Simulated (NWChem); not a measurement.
C$_{3}$H$_{4}$OS; SMILES C1=CSCO1

```xyz
9

C     -0.8109    -1.1783     0.0073
C     -1.2681     0.0725     0.0817
S      0.0463     1.2671    -0.0701
C      1.2350    -0.1453     0.1566
O      0.5424    -1.3531    -0.1515
H     -1.3766    -2.1011     0.0136
H     -2.3000     0.3815     0.1647
H      1.5741    -0.1762     1.2000
H      2.0861    -0.0463    -0.5187
```
Atoms are numbered in this order, from 1.

Results from NWChem. Pople sets run with spherical d functions. All runs use the structure optimised with B3LYP/6-31G* (spherical d).

What does the run give for TPSS/6-311G**? Quantities: highest occupied level (eV); orbital gap (eV); dipole (D).

The highest occupied level (eV) is -4.64. The orbital gap (eV) comes out as 3.91. The dipole (D) comes out as 0.81.
